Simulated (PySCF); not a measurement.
Cartesian coordinates (Å):
```xyz
7

Si     1.3128    -0.3127     0.2759
Si    -0.9653     0.0238    -0.0389
H      2.0703    -0.6127    -0.9699
H      1.9971     0.7679     1.0374
H     -1.5422    -1.1713    -0.7093
H     -1.6164     0.1985     1.2863
H     -1.2602     1.2228    -0.8728
```
Charge 0, spin multiplicity 2.

Q: Estimate the highest occupied spin orbital, dipole moment and total energy that PBE0-D4/def2-TZVP (PySCF) returns for this input.

A: 
```json
{
  "highest_occupied_spin_orbital": "-6.24 eV",
  "dipole_moment": "0.04 D",
  "total_energy": "-581.6998 Ha"
}
```
